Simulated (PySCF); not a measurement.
C3H7BFN, SMILES C=C(C)B(N)F. Atoms are numbered in the order given.

```xyz
13

C      1.3392    -1.3646     0.0000
C      0.1251    -0.7881     0.0000
C     -1.1423    -1.6087     0.0000
B      0.0263     0.7779     0.0000
N     -1.1964     1.4625     0.0000
F      1.1558     1.5157     0.0000
H      2.2509    -0.7604     0.0000
H      1.4680    -2.4536     0.0000
H     -1.7637    -1.3837     0.8851
H     -1.7637    -1.3837    -0.8851
H     -0.9385    -2.6907     0.0000
H     -2.0945     0.9980     0.0000
H     -1.2497     2.4743     0.0000
```
Charge 0, spin multiplicity 1.

Geometry: B3LYP-D3(BJ)/def2-SVP. The structure was generated by enumeration, and PubChem lists no compound with its InChIKey, so it may never have been made. The values are those of a single conformer.

Two levels are set side by side: PBE/pcSseg-1 (PySCF) and B3LYP/pcSseg-1 (PySCF). GIAO shifts against BF3 (¹¹B), CFCl3 (¹⁹F), NH3 (¹⁵N), TMS (¹H), TMS (¹³C) at the same level; non-relativistic, no solvent, atoms listed together averaged. Differences are taken from unrounded values.

| quantity | PBE |
|---|---|
| δ(¹³C) of C1 (ppm) | 138.0 |
| δ(¹³C) of C2 (ppm) | 147.6 |
| δ(¹³C) of C3 (ppm) | 26.5 |
| δ(¹¹B) of B4 (ppm) | 15.0 |
| δ(¹⁵N) of N5 (ppm) | 85.4 |
| δ(¹⁹F) of F6 (ppm) | -153.1 |
| δ(¹H) of H9, H10, H11 (ppm) | 2.12 |
| δ(¹H) of H12, H13 (ppm) | 3.20 |

Task: These are the PBE values. What does B3LYP give? (Estimate from the structure and the level; the computed values follow.)

Result: 
| quantity | B3LYP | PBE minus B3LYP |
|---|---|---|
| δ(¹³C) of C1 (ppm) | 140.3 | -2.3 |
| δ(¹³C) of C2 (ppm) | 149.2 | -1.6 |
| δ(¹³C) of C3 (ppm) | 26.1 | 0.4 |
| δ(¹¹B) of B4 (ppm) | 16.7 | -1.7 |
| δ(¹⁵N) of N5 (ppm) | 81.3 | 4.2 |
| δ(¹⁹F) of F6 (ppm) | -140.3 | -12.8 |
| δ(¹H) of H9, H10, H11 (ppm) | 2.11 | 0.02 |
| δ(¹H) of H12, H13 (ppm) | 3.15 | 0.04 |

Rough cost on one machine, each run with all the roots and properties that it gave: B3LYP against PBE within a factor of 2.
